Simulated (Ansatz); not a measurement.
Reactions of CH3BrOSi, SMILES `BrC1O[SiH2]1`.

Computed with Ansatz on PBE0-D4/def2-TZVP structures; ΔE is electronic, products minus reactants. CBS: MP2 limit from def2 TZ/QZ plus the TZ coupled-cluster correction, frozen cores. This one scheme is used for every species, atoms too. DFT in def2-TZVPP. Open shells (•) are unrestricted, without spin–orbit coupling. Spin–orbit coupling would lower the free atoms: a little for C, O, Si; clearly for Br. def2 core potentials past Kr. For Br, Te outer-core shells are correlated without core-valence functions, so the limit isn't a true one: a few kJ/mol of doubt a bond, and 10 to 20 or more in all where bonds break to atoms. Scalar relativity is left out up to krypton. Each species was taken in one conformer, which may not be the lowest.

```csv
reaction,PBE0-D4 (kcal/mol),HF/CBS(def2) (kcal/mol)
`BrC1O[SiH2]1` + H₂S → `SC1O[SiH2]1` + HBr,-2.9,-2.6
`BrC1O[SiH2]1` → `O=C[SiH2]Br`,-25.1,-35.6
`BrC1O[SiH2]1` → Br• + C• + 3 H• + O• + Si•,554.7,375.1
`BrC1O[SiH2]1` → `Br[SiH]1CO1`,-34.6,-37.2
`BrC1O[SiH2]1` → `CO[Si]Br`,-49.6,-56.5
`BrC1O[SiH2]1` + H₂Te → `[TeH]C1O[SiH2]1` + HBr,-3.4,-2.1
```

(1) Give the CCSD(T)/CBS values in the same order. (Estimate.)

Largest T1 diagnostic: 0.015, for `SC1O[SiH2]1`.

Results:

(1) The calculation gave: -2.7, -26.5, 556.9, -35.2, -50.6, -5.5 kcal/mol.
